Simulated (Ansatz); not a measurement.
`[OH][In]([F])[Br]` and `[OH][Al]([F])[Br]` differ in one element.

Ansatz, PBE0-D4/def2-TZVP geometries, multiplicity 1. Each molecule was computed in one conformer, which needn't be the lowest.

Elements past krypton have def2 core potentials. Scalar relativity is left out up to krypton.

```
                                      property  `[OH][In]([F])[Br]`
           LUMO energy (B3LYP/def2-TZVPP) / eV                -3.06
          HOMO–LUMO gap (PBE0/def2-TZVPP) / eV                 6.23
             LUMO energy (PBE/def2-TZVPP) / eV                -3.60
zero-point energy (PBE0-D4/def2-TZVP) / kJ/mol                 41.1
         HOMO energy (ωB97M-V/def2-TZVPP) / eV               -11.18
         LUMO energy (ωB97M-V/def2-TZVPP) / eV                -0.77
```

Question: What does the change do to each property? (An estimate is asked.)

Answer: The calculation gave: 
| property | `[OH][Al]([F])[Br]` | shift |
| --- | --- | --- |
| LUMO energy (B3LYP/def2-TZVPP) / eV | -1.43 | 1.63 |
| HOMO–LUMO gap (PBE0/def2-TZVPP) / eV | 7.84 | 1.61 |
| LUMO energy (PBE/def2-TZVPP) / eV | -1.97 | 1.63 |
| zero-point energy (PBE0-D4/def2-TZVP) / kJ/mol | 46.3 | 5.2 |
| HOMO energy (ωB97M-V/def2-TZVPP) / eV | -11.19 | -0.01 |
| LUMO energy (ωB97M-V/def2-TZVPP) / eV | 0.54 | 1.31 |

B3LYP here is the variant with VWN-RPA as its local correlation; programs differ in this.

Spin–orbit coupling is left out; it splits and shifts lone-pair levels of the heavy atoms by tenths of an eV.
